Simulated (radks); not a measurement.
Spherical quantum dot in the effective-mass picture: electrons in a hard-walled sphere of radius 4.48, all in effective atomic units (hartree* = m*/eps^2 hartree, bohr* = eps/m* bohr), one dielectric constant everywhere. Calculated with a radial shooting solver with Libxc functionals: non-relativistic Kohn-Sham, LDA (Slater exchange, Perdew-Wang correlation), spin-polarised, spherical densities. Levels are named by radial order and angular momentum (1s, 1p, 1d, 2s, ...), and open shells are averaged over m. Results are scaled to m* = 0.558 and eps = 6.1, for which hartree* = 408.1 meV and bohr* = 0.5785 nm.

N = 10, configuration 1s2 1p6 1d(up 2, down 0). This is the lowest configuration that the search found. Occupied and some empty levels:

| level | occupation | eigenvalue (meV) | <r> (nm) |
|---|---|---|---|
| 1s up | 1 | 1251.0 | 1.636 |
| 1s down | 1 | 1263.0 | 1.628 |
| 1p up | 3 | 1313.4 | 1.735 |
| 1p down | 3 | 1326.3 | 1.732 |
| 1d up | 2 | 1414.9 | 1.812 |
| 1d down | 0 | 1428.2 | 1.810 |
| 1f up | 0 | 1549.7 | 1.873 |
| 1f down | 0 | 1563.3 | 1.872 |
| 2s up | 0 | 1590.9 | 1.189 |
| 2s down | 0 | 1596.8 | 1.190 |
| 2p up | 0 | 1773.1 | 1.369 |
| 2p down | 0 | 1780.8 | 1.368 |

Energy (meV): total 7410.09, kinetic 2395.0, external 0, Hartree 6220.4, exchange-correlation -1205.3.
